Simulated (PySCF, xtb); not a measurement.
CH3Cl2NSi2, SMILES Cl[Si]1(Cl)C=N[SiH2]1.

Harmonic wavenumbers (cm⁻¹) from GFN2-xTB in xtb 6.7.1 at its own minimum, in rising order: 68, 93, 128, 148, 282, 293, 360, 434, 480, 516, 543, 587, 691, 724, 786, 807, 1212, 1597, 2273, 2277, 2986.

### Question
What does ωB97X-D3(BJ)/def2-SVP (PySCF) give at its own minimum? (The exact figures need the calculation; the answer reports its results.)

### Answer
69, 117, 163, 193, 296, 354, 476, 493, 605, 620, 669, 720, 776, 803, 906, 961, 1296, 1652, 2279, 2286, 3099. Paired by order, the mean absolute difference is 74 cm⁻¹ and the zero-point energies are 24.7 and 26.9 kcal/mol.
